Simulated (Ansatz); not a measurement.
Relaxed structures of AlH2SO2 (charge -1), closed shell (PBE0-D4/def2-TZVPD; forces vanish, vibrations not checked; lower isomers may exist, and structures with a doubtful reference or unclear bonds are left out; Å). Program: Ansatz 0.2.0. Basis: def2-TZVPPD. Cores are frozen in the correlated methods.

Rank them by CCSD(T) energy, lowest first, and give each one's height above the lowest. Links in brackets join atoms within 1.22 times the sum of their covalent radii (1.1 for two metals). (Judge from chemistry; the value comes from the calculation.)
A.
AlH₂SO₂ ([OH][O][Al][SH]), total charge -1
```
6
angstrom
O 0.8627 -0.0950 -0.7504
Al -0.2651 -0.1232 0.6567
O 2.1205 -0.7327 -0.4462
S -1.9509 0.9986 -0.5009
H 2.0043 -1.0147 0.4802
H -2.7715 0.9670 0.5606
```
B.
AlH₂SO₂ ([OH][S]1[O][AlH]1), total charge -1
```
6
angstrom
O -0.5086 -0.6059 1.0525
Al -0.7804 1.2015 0.3617
O 1.6377 -0.8335 -0.3774
S -0.0196 -0.9511 -0.4129
H 1.8147 0.1215 -0.3158
H -2.3528 0.9712 -0.2123
```
C.
AlH₂SO₂ ([O][Al]([OH])[SH]), total charge -1
```
6
angstrom
O -0.7585 -1.1845 1.2116
Al 0.3119 -0.2829 0.1604
O 1.8842 -0.5355 -0.1850
S -1.0001 1.3698 -0.6474
H -0.3054 -1.9247 1.6195
H -2.0765 0.9510 0.0391
```

The calculation gives: C (0.000 eV), A (4.587 eV), B (4.743 eV). Heights count from the lowest.

No T1 diagnostic of these runs exceeds 0.020. The restricted Hartree–Fock reference is unstable towards an unrestricted one at one or more of these structures.

For scale, one of the runs: CCSD(T)/def2-TZVPPD, 213 basis functions, launched by `ansatz run in.yaml --threads 2 --pin off --events-out ev --progress --plain --max-ram 4352MiB`. The run took 87 s on 2 CPU threads of an Arm Neoverse V2 (shared host), with 2.9 GiB of host memory at its peak.
